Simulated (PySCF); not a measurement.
# Assigning NMR signals

Mapped SMILES: `[CH3:1][O:2][CH2:3][CH2:4][O:5][SiH2:6][C:7]#[N:8]`; H(Xn) means a hydrogen on atom n.

- coordinates at the GFN2-xTB level
- shielding tensors at PBE0/pcSseg-1 (GIAO)
- run in PySCF 2.14
- isolated molecule, a single conformation, no relativistic terms, rapidly exchanging positions averaged

Referencing at the same level of theory: ¹³C and ¹H vs TMS.

(1) Assign these signals to the numbered atoms. ¹³C{¹H} NMR (computed): δ 126.4 (C), 76.4 (CH2), 65.8 (CH2), 59.0 (CH3).

(2) Assign these signals to the numbered atoms. ¹H NMR (500 MHz, computed): δ 4.74 (s, 2H), 4.18 (t, 2H), 3.67 (s, 3H), 3.58 (t, 2H).

Answers

(1) 
126.4 → C7, nitrile carbon: typical of a nitrile
76.4 → C3, sp3 CH2 bonded to O: deshielded by the electronegative neighbour
65.8 → C4, sp3 CH2 bonded to O
59.0 → C1, methyl carbon bonded to O: deshielded by the electronegative neighbour

(2) 
| δ (ppm) | atoms | environment | reason |
| --- | --- | --- | --- |
| 4.74 | H(Si6) | hydrogen on a silicon bonded to C, O | – |
| 4.18 | H(C4) | hydrogen on an sp3 CH2 bonded to O | its carbon carries O, which withdraws density |
| 3.67 | H(C1) | hydrogen on a methyl carbon bonded to O | its carbon carries O, which withdraws density |
| 3.58 | H(C3) | hydrogen on an sp3 CH2 bonded to O | its carbon carries O, hence the downfield position |

H(C1) and H(C3) lie closer than the usual error of such a calculation, so a measured spectrum could show them in the other order.

Shifts are as computed. Against solution values, carbons near 30 ppm lie about +3 ppm off and those near 130 ppm about +5 ppm. Of 1211 compounds with measured shifts, 218 miss one by over three times the rms of a fit or turn the order of signals round; such compounds aren't used in these exercises. Multiplicities follow the n + 1 count of equivalent neighbours, as no J values were calculated; m marks all less simple cases, F and P coupling included.
